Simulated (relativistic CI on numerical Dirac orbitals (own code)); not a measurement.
**Calculated levels, Pr⁵⁴⁺**

These numbers are calculated, not measured: Dirac-Coulomb-Breit CI, KLI orbitals optimised for each configuration, QED by a radiative potential, unscaled Slater integrals (own radial code, finite nucleus).

Configuration list (outside the closed core 1s2): 2s²2p, 2s2p², 2p³, 2p²3s, 2p²3p, 2p²3d, 2s²3s, 2s²3p, 2s²3d, 2s2p3s, 2s2p3p, 2s2p3d, 2s²4s, 2s²4p, 2s²4d, 2s²4f. Levels of other configurations are missing.

The lowest level is 2s²2p ²P°1/2, with 100 % of that term; Hund's rules for 2s²2p give ²P° with J = 1/2, in agreement.

```tsv
No.	Configuration	Term	J	E (10³ cm⁻¹)	%	Landé g	Lifetime (s)
1	2s²2p	²P°	1/2	0.0	100	0.635	
2	2s2p²	⁴P	1/2	1511.8	55	2.124	7.87e-11
3	2s²2p	²P°	3/2	4271.2	99	1.311	3.77e-10
4	2s2p²	⁴P	3/2	5321.5	91	1.645	1.05e-10
5	2s2p²	²D	5/2	5603.3	59	1.337	1.96e-10
6	2s2p²	²P	1/2	6049.8	70	1.238	5.76e-13
7	2s2p²	²D	3/2	6057.6	64	0.970	6.88e-13
8	2p³	²P°	3/2	7658.7	46	1.343	8.66e-13
9	2s2p²	⁴P	5/2	9741.2	59	1.414	3.14e-12
10	2s2p²	²S	1/2	10409.7	69	1.898	7.06e-13
11	2s2p²	²P	3/2	10419.0	63	1.184	4.03e-13
12	2p³	⁴S°	3/2	11636.2	55	1.439	4.36e-13
13	2p³	²D°	5/2	11808.6	100	1.176	4.85e-13
14	2p³	²P°	1/2	12156.0	100	0.636	3.82e-13
15	2p³	²P°	3/2	16196.0	53	1.287	2.91e-13
16	2s²3s	²S	1/2	50984.4	97	1.990	9.60e-15
17	2s²3p	²P°	1/2	51501.6	95	0.668	2.27e-13
18	2s2p3s	⁴P°	1/2	52001.0	86	2.372	1.08e-14
19	2s2p3s	⁴P°	3/2	52166.5	60	1.550	9.79e-15
20	2s2p3s	²P°	1/2	52360.0	94	0.727	1.32e-14
21	2s2p3p	⁴D	1/2	52436.7	72	0.265	1.34e-14
22	2s2p3p	⁴D	3/2	52616.9	42	1.111	4.46e-15
23	2s²3p	²P°	3/2	52780.2	95	1.334	1.02e-13
24	2s2p3p	⁴P	1/2	52879.8	48	1.967	1.06e-14
25	2s²3d	²D	3/2	53151.2	97	0.796	1.59e-15
26	2s²3d	²D	5/2	53496.6	96	1.193	1.60e-15
27	2p²3s	⁴P	1/2	53758.3	28	1.714	6.57e-15
28	2s2p3p	⁴P	3/2	53774.6	31	1.402	1.28e-14
29	2s2p3p	⁴D	5/2	53980.2	46	1.331	6.90e-14
30	2s2p3p	²D	3/2	54003.3	45	1.242	5.57e-15
31	2s2p3d	⁴F°	3/2	54064.6	72	0.562	6.12e-15
32	2s2p3p	²P	1/2	54147.6	30	1.589	5.20e-15
33	2p²3p	²P°	1/2	54217.3	30	0.572	1.18e-15
34	2s2p3d	⁴F°	5/2	54258.6	50	1.026	7.66e-15
35	2s2p3d	⁴D°	3/2	54385.7	29	1.205	1.23e-15
36	2s2p3d	⁴D°	1/2	54483.4	39	0.496	3.46e-15
37	2s2p3d	⁴P°	5/2	54499.9	36	1.324	1.60e-15
38	2s2p3d	⁴F°	7/2	54681.4	39	1.236	1.67e-15
39	2s2p3d	²F°	5/2	54770.2	53	1.058	1.67e-15
40	2s2p3d	²D°	3/2	54772.1	41	1.082	1.67e-15
41	2p²3p	²P°	3/2	55650.9	31	1.326	5.48e-15
42	2p²3d	²D	3/2	55926.6	39	0.784	8.70e-15
43	2s2p3s	⁴P°	5/2	56278.5	100	1.578	1.42e-14
44	2p²3d	²D	5/2	56364.9	32	1.194	1.72e-15
45	2s2p3s	²P°	3/2	56446.4	78	1.394	8.52e-15
46	2s2p3p	⁴P	3/2	56846.9	47	1.632	1.54e-14
47	2s2p3p	²D	5/2	56868.5	43	1.323	6.19e-15
48	2s2p3s	²P°	1/2	56900.3	91	0.814	7.37e-15
49	2s2p3s	²P°	3/2	56934.4	83	1.378	1.51e-14
50	2s2p3p	²P	1/2	57415.2	51	1.225	6.59e-15
51	2s2p3p	²D	3/2	57428.6	63	0.971	8.95e-15
52	2p²3s	⁴P	3/2	57896.3	56	1.575	1.15e-14
53	2p²3s	²P	1/2	57949.2	51	1.325	7.30e-15
54	2s2p3p	⁴D	7/2	57980.8	100	1.411	1.04e-12
55	2p²3s	²D	5/2	58004.4	44	1.335	9.72e-15
56	2p²3s	⁴P	3/2	58040.1	32	1.404	8.99e-15
57	2p²3s	²D	3/2	58184.7	42	1.147	8.85e-15
58	2s2p3p	⁴P	5/2	58237.6	40	1.384	9.75e-15
59	2s2p3p	²S	1/2	58273.8	39	1.389	3.85e-15
60	2p²3p	⁴P°	1/2	58293.6	41	1.806	1.80e-15
61	2p²3p	⁴D°	3/2	58328.4	41	1.180	1.51e-15
62	2s2p3d	⁴D°	5/2	58387.8	29	1.168	1.31e-15
63	2s2p3d	⁴F°	7/2	58482.3	48	1.243	1.74e-15
64	2s2p3d	⁴P°	3/2	58513.3	33	1.304	2.95e-15
65	2p²3p	²F°	5/2	58518.0	32	1.126	4.69e-15
66	2s2p3d	⁴P°	1/2	58524.8	72	2.157	3.00e-15
67	2s2p3p	²D	5/2	58624.3	74	1.251	8.28e-15
68	2s2p3d	⁴F°	9/2	58666.8	100	1.318	3.89e-11
69	2s2p3p	²P	3/2	58731.6	59	1.218	8.78e-15
70	2p²3p	²P°	3/2	58741.2	41	1.324	3.93e-15
```

Energies count from the lowest computed level; ° marks odd parity; lifetimes are radiative, by E1, M1, E2, M2 decay to levels of this space only.

The mean weight of the leading LS term, summed over parents, in these 70 levels is 60 %, and that of the leading jj configuration (from the same eigenvectors) 91 %, so jj coupling describes them better and the LS labels are nominal.

At this charge energies of transitions that change n are usually good to better than 1 %, and those within a shell (Δn = 0) to a few per cent.

LS names give the leading component of a level, which can be under half, so a name can repeat, a term be missing and a line seem to break the LS rules.
